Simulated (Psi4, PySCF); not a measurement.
The PySCF input:
```python
from pyscf import gto, scf, cc

mol = gto.M(
    atom='''
O    -1.073710   -0.429261   -0.004282
C    -0.046169    0.187518    0.001412
O     1.150280    0.118270    0.001940
H    -0.335546    1.362823    0.010264
''',
    basis='6-311g**',
    charge=0,
    spin=1,
    verbose=3,
)

mf = scf.UHF(mol)
mf.kernel()

mycc = cc.CCSD(mf, frozen=3)
mycc.kernel()
et = mycc.ccsd_t()
print('E(CCSD(T)) = %.10f' % (mycc.e_tot + et))
```

Problem. Convert this to an input for Psi4.

Solution. One answer among several that fit: 
```
memory 2 GB

molecule {
0 2
  O    -1.07370959   -0.42926071   -0.00428227
  C    -0.04616944    0.18751753    0.00141223
  O     1.15027992    0.11826974    0.00194013
  H    -0.33554598    1.36282262    0.01026371
}

set basis 6-311g**
set reference uhf
set freeze_core true
set mp2_type conv
set scf_type pk
set puream true
set d_convergence 1e-8

energy('ccsd(t)')
print_variables()
```

Both were run: PySCF gave -188.689443 Eh and Psi4 -188.689443 Eh, 0.000 mEh apart.
